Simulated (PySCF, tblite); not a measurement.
C7H11Cl.
SMILES with atom numbers: `[Cl:1][CH2:2][C@@H:3]1[CH2:4][C@H:5]2[CH2:6][C@@H:7]1[CH2:8]2` (hydrogens: H9, H10 on C2; H11 on C3; H12, H13 on C4; H14 on C5; H15, H16 on C6; H17 on C7; H18, H19 on C8)

Computed with GFN2-xTB (tblite), gas phase: Langevin dynamics at 400 K from the optimised GFN2-xTB geometry, time step 0.5 fs, friction 0.01 fs⁻¹, 2000 steps. Over the second half of the run the saved frames average 431 K.

Frame at 250 fs, instantaneous temperature 462 K:
```
atom  x, y, z in Å
Cl1     2.827    0.599    1.162
C2      2.019   -0.053   -0.271
C3      0.920   -0.983    0.144
C4     -0.051   -1.581   -0.996
C5     -1.325   -0.954   -0.535
C6     -1.263   -1.225    1.029
C7     -0.143   -0.217    0.953
C8     -0.983    0.486   -0.158
H9      1.599    0.855   -0.731
H10     2.680   -0.571   -0.934
H11     1.367   -1.777    0.648
H12     0.222   -1.224   -1.970
H13    -0.170   -2.663   -1.005
H14    -2.283   -1.294   -1.145
H15    -2.219   -0.849    1.546
H16    -0.881   -2.192    1.369
H17     0.190    0.308    1.898
H18    -1.805    0.985    0.236
H19    -0.499    1.001   -1.043
```

Frame at 425 fs, instantaneous temperature 437 K:
```
atom  x, y, z in Å
Cl1     3.163    0.718    0.997
C2      2.082   -0.140   -0.208
C3      1.121   -1.099    0.447
C4      0.226   -1.901   -0.570
C5     -1.144   -1.356   -0.185
C6     -1.051   -1.493    1.310
C7     -0.035   -0.395    1.193
C8     -0.917    0.154    0.072
H9      1.504    0.682   -0.519
H10     2.805   -0.655   -0.839
H11     1.667   -1.825    1.132
H12     0.507   -1.674   -1.660
H13     0.233   -2.982   -0.383
H14    -1.997   -1.843   -0.735
H15    -1.986   -1.217    1.841
H16    -0.635   -2.516    1.553
H17     0.247    0.264    2.036
H18    -1.868    0.670    0.383
H19    -0.318    0.708   -0.569
```

Frame at 625 fs, instantaneous temperature 405 K:
```
atom  x, y, z in Å
Cl1     3.389    1.706    0.744
C2      2.400    0.405    0.064
C3      1.467   -0.433    0.905
C4      0.765   -1.473    0.122
C5     -0.604   -0.938    0.136
C6     -0.801   -0.546    1.630
C7      0.247    0.467    1.254
C8     -0.552    0.537   -0.083
H9      1.917    0.913   -0.712
H10     3.113   -0.177   -0.636
H11     2.027   -0.782    1.751
H12     1.171   -1.698   -0.899
H13     0.790   -2.475    0.558
H14    -1.364   -1.472   -0.486
H15    -1.820   -0.139    1.900
H16    -0.326   -1.323    2.320
H17     0.542    1.280    1.967
H18    -1.571    0.903    0.077
H19    -0.165    0.899   -1.020
```

Frame at 800 fs, instantaneous temperature 419 K:
```
atom  x, y, z in Å
Cl1     3.548    1.731    0.612
C2      2.636    0.331   -0.108
C3      1.455    0.206    0.758
C4      0.479   -1.028    0.567
C5     -0.792   -0.309    0.378
C6     -0.833    0.816    1.365
C7      0.427    1.332    0.530
C8     -0.420    0.765   -0.640
H9      2.424    0.595   -1.141
H10     3.138   -0.574    0.158
H11     1.754    0.156    1.793
H12     0.719   -1.627   -0.368
H13     0.681   -1.809    1.335
H14    -1.633   -0.931    0.163
H15    -1.673    1.524    1.209
H16    -0.560    0.616    2.374
H17     0.617    2.402    0.554
H18    -1.254    1.385   -0.869
H19     0.050    0.479   -1.565
```

Frame at 1000 fs, instantaneous temperature 413 K:
```
atom  x, y, z in Å
Cl1     3.652    2.271    0.394
C2      2.837    0.705   -0.152
C3      1.527    0.547    0.565
C4      0.932   -0.852    0.249
C5     -0.422   -0.353   -0.167
C6     -0.746    0.780    0.797
C7      0.400    1.442    0.019
C8     -0.155    0.746   -1.242
H9      2.945    0.744   -1.217
H10     3.470   -0.224    0.106
H11     1.715    0.786    1.600
H12     1.520   -1.323   -0.509
H13     1.004   -1.657    1.085
H14    -1.292   -1.000   -0.386
H15    -1.642    1.371    0.651
H16    -0.649    0.636    1.921
H17     0.684    2.461    0.161
H18    -1.095    1.142   -1.529
H19     0.527    0.576   -2.079
```

Task: What do single points at PBE0/pcSseg-1 (PySCF, gas phase) give on these frames?

Result: 
```csv
t (fs),GFN2-xTB E above start (eV),DFT E above lowest frame (eV),HOMO (eV),LUMO (eV),dipole (D)
250,0.76,0.00,-8.17,1.01,2.07
425,0.76,0.00,-8.17,0.62,2.47
625,1.16,0.34,-7.97,1.04,2.40
800,0.87,0.13,-8.12,0.66,2.23
1000,0.88,0.10,-8.11,0.54,2.38
```

The two levels order the frames alike by energy but for pairs within 0.08 eV at one level; measured from each level's lowest frame they differ by 0.06 eV at most. The HOMO–LUMO gap runs from 8.65 to 9.18 eV. These are instantaneous structures, not minima.

Task: And the isotropic GIAO shieldings (ppm) from the same runs?

Result: 
```
atom  250 fs  425 fs  625 fs  800 fs  1000 fs   mean  range
 Cl1   856.7   834.9   879.9   785.0    801.8  831.7   94.9
  C2   135.7   131.4   137.9   133.0    123.7  132.3   14.2
  C3   141.3   137.9   149.1   137.9    135.1  140.3   14.0
  C4   150.7   143.1   157.4   149.2    151.9  150.5   14.3
  C5   136.5   144.7   146.3   153.8    144.8  145.2   17.3
  C6   135.3   138.3   132.5   144.1    143.4  138.7   11.6
  C7   140.3   146.8   136.9   141.3    142.9  141.6    9.9
  C8   147.2   151.5   148.8   147.0    153.8  149.7    6.8
  H9    27.8    28.0    29.2    27.9     28.0   28.2    1.4
 H10    28.5    27.2    27.3    27.7     27.0   27.5    1.5
 H11    30.5    28.4    30.0    29.4     29.4   29.5    2.1
 H12    30.9    29.2    30.1    29.7     31.3   30.2    2.1
 H13    29.8    29.6    29.8    29.1     28.2   29.3    1.6
 H14    27.4    28.6    28.8    30.0     28.6   28.7    2.6
 H15    28.4    29.0    28.6    29.5     30.0   29.1    1.6
 H16    30.2    29.7    29.3    31.0     29.7   30.0    1.7
```

What follows is the cost of the whole dynamics run. The run took 14 s wall on an AMD EPYC 9R14 with one thread (shared host), and the process peaked at 0.18 GiB of memory.
